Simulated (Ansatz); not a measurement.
`[OH][Sn]([Cl])([Cl])[Cl]`. Total charge 0; spin multiplicity 1. Sn: def2 effective core potential. All single points use the PBE0-D4/def2-TZVP geometry. It is one conformer, not always the lowest.

```xyz
6

O     0.804   -0.542    1.282
Sn   -0.198   -0.053   -0.296
Cl   -0.885   -2.007   -1.249
Cl   -2.005    1.248    0.262
Cl    1.121    1.137   -1.752
H     1.163    0.217    1.753
```

Q: What is the dipole moment at B3LYP/def2-TZVPP? (Best estimate.)

A: Ansatz gave: 1.36 D, with components (0.60, 0.91, 0.82) D in this frame, pointing from negative to positive charge.

Q: And with PBE, r2SCAN, ωB97M-V? (An estimate is asked.)

A: The calculation gave: PBE 1.36 D, r2SCAN 1.40 D, ωB97M-V 1.36 D.

Q: Give the Mulliken charges with B3LYP, PBE, r2SCAN in def2-TZVPP. (Estimate.)

A: Ansatz gave: 
```
atom  B3LYP    PBE  r2SCAN
  O1  -0.48  -0.44   -0.49
 Sn2   1.22   1.11    1.22
 Cl3  -0.30  -0.28   -0.31
 Cl4  -0.31  -0.29   -0.31
 Cl5  -0.31  -0.29   -0.31
  H6   0.19   0.19    0.21
```

B3LYP here is the variant with VWN-RPA as its local correlation; programs differ in this.
